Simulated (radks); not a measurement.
Values are calculated unless marked as measured or tabulated.
These are the eigenvalues of the occupied orbitals of an atom or ion with whole-number occupations (eV). Code: a radial shooting solver on a logarithmic mesh with Libxc functionals. Model: scalar-relativistic Kohn-Sham, revPBE, spin-polarised, spherical densities, finite nucleus; Fermi nuclear charge, rms radius of each element as measured or else 0.836 A^(1/3) + 0.57 fm.

1s up: -57475.25
1s down: -57474.95
2s up: -9748.611
2s down: -9748.422
2p up: -8635.733
2p down: -8635.454
3s up: -2271.739
3s down: -2269.640
3p up: -1933.107
3p down: -1930.975
3d up: -1508.905
3d down: -1507.234
4s up: -538.2954
4s down: -533.9328
4p up: -426.6024
4p down: -422.2855
4d up: -276.8501
4d down: -272.4526
5s up: -151.8199
5s down: -145.9107
5p up: -121.6276
4f up: -111.8418
4f down: -106.9815

Which element is it, and in what charge state? The configuration may be excited. Open shells, if any, are filled with parallel spins first.

Answer. Z = 68, erbium, charge +7: Er7+ in [Kr] 4d10 4f10 5s2 5p3. The list shows which subshells hold electrons but not how many an open one holds; the 1s level, -2112.2 hartree, gives Z - s = 65.0 by -(Z - s)^2/2, which with screening and relativity narrows Z to a few neighbours, and the depths of the outer levels then fix element, charge and occupations together.
